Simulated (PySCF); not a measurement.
# One molecule, several mistakes: Al2ClH2O cation

Calculated results; nothing here was measured. The program is PySCF 2.14.0, an open-source quantum chemistry code, run on an isolated molecule that a program drew, which may never have been made. The molecule is Al2ClH2O cation (charge +1, singlet), drawn as the SMILES string `[OH][Al+][AlH][Cl]`.

Each row is a Hartree-Fock (HF) and frozen-core CCSD(T) single point in the cc-pV(D+d)Z basis, meant for a local HF minimum. Run 1 is clean. Each other run has one planted mistake out of seven kinds, and not every kind appears here: one electron removed, one electron added, multiplicity raised by two, geometry at a saddle point, minimal basis STO-3G, one bond length entered in bohr, all coordinates scaled. The reference is restricted for singlets and unrestricted otherwise, and also for a bond in bohr. Adding or removing an electron swaps singlet and doublet. Electrons count all cores. HOMO and LUMO are orbital energies over both spins, the gradient is its largest component, and the lowest frequency (negative if imaginary) is given only where the gradient is small. Bond lengths are over the 5 bonds as drawn. T1 is the CCSD diagnostic: over 0.02 (restricted) or 0.045 (unrestricted) a single reference is doubtful.

Geometry of the clean run:
```xyz
6
Al2ClH2O cation, angstrom
O    -0.7329   -0.7194    0.1528
Al    0.7029   -1.3778    0.4516
Al    3.1000   -2.4785    0.8952
Cl    3.9650   -2.9042   -0.9286
H    -1.5713   -0.3352   -0.0371
H     3.5444   -2.6626    2.3659
```

```
run  electrons  basis functions  <S^2>  HOMO (eV)  LUMO (eV)  gradient (hartree/bohr)  lowest frequency (cm^-1)  mean bond (Å)  longest bond (Å)      T1  HF (hartree)  CCSD(T) (hartree)                 mistake
  1         52               93  0.000     -15.85      -4.68                  9.6e-06                        70         1.7669             2.675  0.0162   -1019.25964        -1019.72625                no fault
  2         52               34  0.000     -13.54       0.34                  8.4e-02                         -         1.7669             2.675  0.0218   -1007.57451        -1007.69863    minimal basis STO-3G
  3         52               93  0.000     -15.90      -4.61                  1.2e-01                         -         1.6149             2.445  0.0134   -1019.20227        -1019.66160  all coordinates scaled
  4         52               93  2.004     -12.31      -7.61                  1.3e-02                         -         1.7669             2.675  0.0285   -1019.12676        -1019.57726                       ?
  5         53               93  0.760      -5.53       1.27                  4.9e-02                         -         1.7669             2.675  0.0166   -1019.44682        -1019.92476                       ?
```

**Which mistake was planted in run 4, and what did it cost?**

Electrons, basis and geometry are unchanged, and <S^2> is 2.004, beside S(S+1) = 2.00 for a multiplicity of 3. So the mistake is: multiplicity raised by two. Subtracting run 1 and multiplying by 627.51 kcal/mol a hartree, the energy moved by 83.4 kcal/mol in HF and 93.5 kcal/mol in CCSD(T).

**Which mistake was planted in run 5, and what did it cost?**

It counts 53 electrons, one more than the clean run, at the same geometry and basis. So the mistake is: one electron added. Subtracting run 1 and multiplying by 627.51 kcal/mol a hartree, the energy moved by -117.5 kcal/mol in HF and -124.6 kcal/mol in CCSD(T).

Cautions from the logs. Run 2: T1 is over the limit, so its CCSD(T) energy is less reliable.
